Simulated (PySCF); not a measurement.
Point-charge models of `C[C@H](Cl)C/C=C\F` against its computed dipole.

Coordinates (GFN2-xTB, Å) and charges (e) from the PBE0/pcSseg-1 density (PySCF):

```
atom       x       y       z  Mulliken      IAO  Hirshfeld  ESP-fitted
  C1  -1.619   0.564   0.260   -0.1855  -0.4230    -0.1269     -0.3296
  C2  -1.077  -0.657  -0.459   -0.3122  -0.0692    +0.0215     +0.0326
 Cl3  -1.325  -2.108   0.574   -0.1410  -0.1410    -0.0673     -0.1791
  C4   0.406  -0.530  -0.806   -0.1255  -0.2664    -0.0753     -0.1385
  C5   1.257  -0.295   0.402   -0.3087  -0.2076    -0.0700     -0.2230
  C6   2.019   0.765   0.587   +0.2821  +0.1315    +0.0398     -0.0216
  F7   2.109   1.755  -0.323   -0.2849  -0.2787    -0.0875     -0.1333
  H8  -2.678   0.444   0.474   +0.1324  +0.1538    +0.0430     +0.1074
  H9  -1.488   1.442  -0.370   +0.1231  +0.1487    +0.0486     +0.1305
 H10  -1.087   0.723   1.195   +0.1319  +0.1531    +0.0351     +0.1168
 H11  -1.650  -0.852  -1.370   +0.1624  +0.1578    +0.0469     +0.1068
 H12   0.524   0.298  -1.508   +0.1362  +0.1549    +0.0447     +0.1264
 H13   0.733  -1.450  -1.297   +0.1524  +0.1580    +0.0440     +0.0965
 H14   1.229  -1.050   1.172   +0.1318  +0.1703    +0.0428     +0.1524
 H15   2.642   0.959   1.448   +0.1056  +0.1577    +0.0609     +0.1556
```

Problem. Form Σ q r in debye for every column and set it beside the full dipole.

Solution. The full density gives (0.13, 0.80, -0.25) D, 0.85 D in size; dipole vectors point from the negative to the positive end.

```tsv
scheme	μx	μy	μz	size (D)	share of the full size (%)	angle to the full dipole (°)
Mulliken	0.14	1.19	0.51	1.30	153	40
IAO	0.09	-0.16	0.54	0.57	68	121
Hirshfeld	0.07	0.15	-0.02	0.17	20	20
ESP-fitted	0.12	0.84	-0.32	0.91	107	4
```

Problem. Which set comes closest?

Solution. Length of the difference vector: ESP-fitted 0.09 D, Hirshfeld 0.69 D, Mulliken 0.85 D, IAO 1.25 D. Closest: ESP-fitted. ESP charges are fitted to the potential around the molecule, whose slowest-falling term is the dipole's. The schemes that divide the density aren't constrained to reproduce the dipole.

Problem. What is left for the Hirshfeld atoms' own dipoles?

Solution. The Hirshfeld atoms' densities add up to the full density, so μ = Σ q r + Σ (atomic dipoles). The atomic dipoles sum to (0.13, 0.80, -0.25) − (0.07, 0.15, -0.02) = (0.06, 0.65, -0.23) D, 0.69 D in size.

Problem. With the origin at the mean of the coordinates, (0.000, 0.001, -0.001) Å, which are the largest single terms, by size, of the Hirshfeld dipole along the direction of the full one?

Solution. F7 -0.87, Cl3 +0.76, H9 +0.29, H15 +0.26, H14 -0.24 D; all 15 atoms together +0.16 D. The single terms depend on the origin, their sum doesn't.

Problem. Give the size of the full dipole in other units.

Solution. 0.85 D = 0.333 au = 0.176 e·Å = 2.82 × 10⁻³⁰ C·m.

Geometry: GFN2-xTB, one conformer, isolated molecule.

Conformer computed: `[CH3:1][C@H:2]([Cl:3])[CH2:4]/[CH:5]=[CH:6]\[F:7]`: C1–C2–C4–C5 58°, C2–C4–C5–C6 -120°.
